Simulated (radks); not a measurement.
Neutral promethium inside a hard spherical wall (all orbitals vanish at R), configuration held at [Xe] 4f5 6s2 and not refilled when levels cross. Method: scalar-relativistic Kohn-Sham, LDA (Slater exchange, Perdew-Wang correlation), spin-polarised, spherical densities, finite nucleus; open shells are filled with parallel spins first (spin-orbit coupling, left out, can overturn this in heavy ions); Fermi nuclear charge, rms radius 4.962 fm; computed with a radial shooting solver on a logarithmic mesh with Libxc functionals. Eigenvalues in eV for spin up, with the zero of energy where the potential of the charges vanishes at infinity; a dash marks a level that is unbound or too diffuse for the functional's potential to be trusted. A positive occupied level is held by the wall or, in an anion where self-interaction has pushed it up, behind a barrier. The pressure on the wall is -dE/dV.

R (bohr)  E (hartree)  kinetic (hartree)    e(5s)    e(5p)   e(6s)   e(4f)  e(5d, empty)  e(6p, empty)  pressure (GPa)
free      -10013.0692          10676.052  -42.729  -23.336  -3.760  -3.303        -2.145        -1.303               0
20        -10013.0692          10676.052  -42.728  -23.336  -3.760  -3.303        -2.145        -1.302        < 0.0001
15        -10013.0692          10676.052  -42.725  -23.333  -3.757  -3.300        -2.142        -1.287        0.000266
12        -10013.0687          10676.057  -42.685  -23.293  -3.726  -3.260        -2.106        -1.194         0.00798
10        -10013.0658          10676.081  -42.526  -23.136  -3.596  -3.103        -1.965        -0.910          0.0753
4         -10012.0065          10680.241  -34.414  -15.372  13.230   5.709         7.756        23.069             188
3.5       -10011.0517          10683.848  -30.469  -11.367  25.146  10.450        13.432        38.023             525
2.5       -10003.4742          10710.039   -9.037   12.835  98.484  35.118        46.758        122.18            6410
1.5        -9931.4362          10923.739   147.21   191.88  546.26  146.52        260.92        594.35          225000
